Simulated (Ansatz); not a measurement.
The same ligand exchange along the group B, Al, Ga.

Computed with Ansatz on PBE0-D4/def2-TZVP structures; ΔE is electronic, products minus reactants. CCSD(T)/CBS is the MP2 limit (def2-TZVPP, def2-QZVPP) plus CCSD(T) − MP2 in def2-TZVPP, frozen cores. This one scheme is used for every species. DFT in def2-TZVPP. For Ga outer-core shells are correlated without core-valence functions, which leaves a few kJ/mol of doubt a bond. Scalar relativity is left out up to krypton. Each species was taken in one conformer, which may not be the lowest.

| reaction | CCSD(T)/CBS(def2) (kJ/mol) |
| --- | --- |
| `NB[SiH2]O` + `N[SiH](O)O` → `O[SiH2]N[SiH](O)O` + `BN` | -109 |
| `[NH2][AlH][SiH2]O` + `N[SiH](O)O` → `O[SiH2]N[SiH](O)O` + `[NH2][AlH2]` | -93 |
| `[NH2][GaH][SiH2]O` + `N[SiH](O)O` → `O[SiH2]N[SiH](O)O` + `[NH2][GaH2]` | ? |

Question: Fill in the missing values. (An estimate is asked.)

Answer: Computed: `[NH2][GaH][SiH2]O` + `N[SiH](O)O` → `O[SiH2]N[SiH](O)O` + `[NH2][GaH2]`: -74.1 kJ/mol.

Largest T1 diagnostic: 0.014, for `[NH2][GaH2]`.
